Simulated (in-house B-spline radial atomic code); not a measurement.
Sc2+ is squeezed into an impenetrable sphere of radius R (the orbitals vanish at R). Level of theory: non-relativistic r2SCAN, spin-polarised, spherical fractional occupations, point nucleus; calculated with a radial B-spline atomic code at the basis-set limit.

Energies in eV above the free ion in [Ar] 3d1:

```
R (bohr)  highest level (eV)   [Ar] 3d1  [Ne] 3s2 3p5 3d2
    8.19                 -18  0.0002393             29.87
    6.72                 -18   0.003825             29.88
    5.14               -17.8    0.06501             29.95
    4.27               -17.4     0.3098             30.29
    3.38               -15.6      1.908              32.4
    2.92               -12.9      5.798             37.01
    2.63               -9.51      12.43              44.4
    2.29               -2.12      31.95             65.15
    1.91                  15      96.45             131.2
    1.47                63.8      372.8             405.1
```

**Question.** Does [Ne] 3s2 3p5 3d2 fall below [Ar] 3d1 under compression?

**Answer.** No, it stays above over the whole range.

The highest level is first positive in the row R = 1.91 bohr, pushed up by confinement above the zero of the free ion's potential. Each configuration is held fixed and needn't be the lowest in the sphere.
